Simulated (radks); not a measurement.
Values are calculated unless marked as measured or tabulated.
Charge is removed step by step from the 3p down level of the iron ion Fe2+, starting from [Ne] 3s2 3p(up 3, down 3) 3d6. Level of theory: scalar-relativistic Kohn-Sham, PBE, spin-polarised, spherical densities, finite nucleus; open shells are filled with parallel spins first; Fermi nuclear charge, rms radius 3.7377 fm (a radial shooting solver on a logarithmic mesh with Libxc functionals).

removed (e)  E - E(0) (eV)  eigenvalue (eV)  E minus straight line (eV)
0                    0.000          -75.780                       0.000
0.125                9.604          -77.925                      -0.981
0.25                19.478          -80.113                      -1.692
0.375               29.628          -82.340                      -2.126
0.5                 40.059          -84.606                      -2.280
0.625               50.776          -86.906                      -2.148
0.75                61.782          -89.240                      -1.727
0.875               73.082          -91.604                      -1.012
1                   84.679          -93.998                       0.000

Removing the whole electron costs 84.679 eV by Delta-SCF, against 75.780 eV from minus the eigenvalue at the starting occupation. Slater's transition state (half an electron removed) gives 84.606 eV. Integrating minus the eigenvalue over the occupation (Janak's theorem) gives 84.700 eV. In this scalar-relativistic scheme the density is built from large components alone, so the theorem holds only approximately. The mean slope of the eigenvalue, de/dn, is 18.2 eV per electron.
